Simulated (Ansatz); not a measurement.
Relaxing a trial structure of AlFH4SSi

The starting geometry of this gas-phase singlet was optimised with GFN2-xTB; its bonds are those of `[F][Al]([SiH3])[SH]`.

```
atom    x (Å)    y (Å)    z (Å)
  Al   0.1146   2.0108   0.1153
   F  -1.2083   2.3632   1.0543
   S  -0.1701   2.3816  -2.0536
  Si   2.1542   1.1225   1.0560
   H   2.0022  -0.1902   1.7062
   H   2.7385   2.0168   2.0716
   H   3.1865   0.9567   0.0159
   H   0.4288   3.5681  -1.9783
```

Problem. Predict what it relaxes into with PBE-D3(BJ)/def2-SVP.

Solution. It keeps its bonds, and is `[F][Al]([SiH3])[SH]`.

The energy falls by 0.30 eV over 23 steps:

```
step  E − E(last) (eV)
   1             0.296
   3             0.185
   6             0.021
   8             0.001
  11             0.001
  13             0.000
  16             0.000
  18             0.000
  21             0.000
  23             0.000
```

Final geometry (Å):

```yaml
atoms:
  - { symbol: Al, position_ang: [0.0093, 2.1159, 0.1988] }
  - { symbol: F, position_ang: [-1.3313, 2.1440, 1.2152] }
  - { symbol: S, position_ang: [-0.3429, 2.9038, -1.8188] }
  - { symbol: Si, position_ang: [2.1411, 1.2424, 1.0121] }
  - { symbol: H, position_ang: [2.0025, -0.1947, 1.4434] }
  - { symbol: H, position_ang: [2.6316, 2.0396, 2.1930] }
  - { symbol: H, position_ang: [3.1860, 1.3122, -0.0720] }
  - { symbol: H, position_ang: [0.9499, 2.6663, -2.1843] }
```

Frequencies at the end are all real (lowest 34 cm⁻¹). Run with Ansatz 0.2.0, 110 s on 1 thread of AMD EPYC (Zen 3), on a shared host.
